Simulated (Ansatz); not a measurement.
One change: `[CH3][SbH][CH3]` becomes `[BH2][Sb]([CH3])[CH3]`.

Ansatz, PBE0-D4/def2-TZVP geometries, multiplicity 1. 

Elements past krypton have def2 core potentials.

```json
{"property": "HOMO energy (B3LYP/def2-TZVPP) / eV", "`[CH3][SbH][CH3]`": "-6.52"}
{"property": "HOMO energy (PBE0/def2-TZVPP) / eV", "`[CH3][SbH][CH3]`": "-6.68"}
{"property": "LUMO energy (ωB97M-V/def2-TZVPP) / eV", "`[CH3][SbH][CH3]`": "1.51"}
{"property": "size of the dipole moment (PBE/def2-TZVPP) / D", "`[CH3][SbH][CH3]`": "0.75"}
{"property": "LUMO energy (B3LYP/def2-TZVPP) / eV", "`[CH3][SbH][CH3]`": "-0.24"}
{"property": "HOMO–LUMO gap (PBE0/def2-TZVPP) / eV", "`[CH3][SbH][CH3]`": "6.69"}
```

Question: Give the same properties after the change, and the shifts. (Best estimate.)

Answer: Computed: 
```json
{"property": "HOMO energy (B3LYP/def2-TZVPP) / eV", "`[BH2][Sb]([CH3])[CH3]`": "-6.17", "shift": "0.35"}
{"property": "HOMO energy (PBE0/def2-TZVPP) / eV", "`[BH2][Sb]([CH3])[CH3]`": "-6.33", "shift": "0.35"}
{"property": "LUMO energy (ωB97M-V/def2-TZVPP) / eV", "`[BH2][Sb]([CH3])[CH3]`": "-0.23", "shift": "-1.74"}
{"property": "size of the dipole moment (PBE/def2-TZVPP) / D", "`[BH2][Sb]([CH3])[CH3]`": "1.17", "shift": "0.42"}
{"property": "LUMO energy (B3LYP/def2-TZVPP) / eV", "`[BH2][Sb]([CH3])[CH3]`": "-2.24", "shift": "-2.00"}
{"property": "HOMO–LUMO gap (PBE0/def2-TZVPP) / eV", "`[BH2][Sb]([CH3])[CH3]`": "4.27", "shift": "-2.42"}
```

With PBE0 the HOMO rises by 0.35 eV and the LUMO falls by 2.07 eV, so the gap narrows by about 2.42 eV. PBE moves the HOMO by 0.27 eV and ωB97M-V by 0.42 eV. Dipoles are sizes alone; their direction can turn.

B3LYP here is the variant with VWN-RPA as its local correlation; programs differ in this.

Spin–orbit coupling is left out; it splits and shifts lone-pair levels of the heavy atoms by tenths of an eV.
